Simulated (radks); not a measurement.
Neutral copper inside a hard spherical wall (all orbitals vanish at R), configuration held at [Ar] 3d10 4s1 and not refilled when levels cross. All-electron calculation, scalar-relativistic Kohn-Sham, PBE, spin-polarised, spherical densities, point nucleus; open shells are filled with parallel spins first. Program: a radial shooting solver on a logarithmic mesh with Libxc functionals. Eigenvalues in eV for spin up, with the zero of energy where the potential of the charges vanishes at infinity; a dash marks a level that is unbound or too diffuse for the functional's potential to be trusted. A positive occupied level is held by the wall or, in an anion where self-interaction has pushed it up, behind a barrier. The pressure on the wall is -dE/dV.

R (bohr)  E (hartree)  kinetic (hartree)    e(3s)    e(3p)   e(3d)   e(4s)  e(4p, empty)  e(5s, empty)  pressure (GPa)
free      -1654.85778           1679.477  -114.62  -72.068  -5.058  -5.005        -0.961             -               0
20        -1654.85778           1679.477  -114.62  -72.068  -5.058  -5.005        -0.961             -        < 0.0001
15        -1654.85778           1679.477  -114.62  -72.068  -5.058  -5.004        -0.952         0.239        < 0.0001
12        -1654.85776           1679.477  -114.62  -72.066  -5.056  -5.003        -0.911         0.712        0.000311
8         -1654.85603           1679.491  -114.50  -71.944  -4.939  -4.890        -0.420         3.774          0.0731
5         -1654.80170           1679.757  -112.88  -70.339  -3.423  -3.046         3.091        18.752            6.36
4         -1654.65943           1680.325  -110.32  -67.809  -1.027   0.450         8.253        37.354            38.6
3.5       -1654.46306           1681.042  -107.67  -65.217   1.475   4.544        13.778        55.702             108
3         -1654.02367           1682.556  -103.11  -60.771   5.905  12.622        24.044        87.546             341
2         -1649.67811           1696.892  -78.477  -36.375  32.706  74.662        94.768        276.81            6630
1.5       -1636.93412           1737.453  -36.929    7.066  82.155  211.88        236.63        609.21           52700
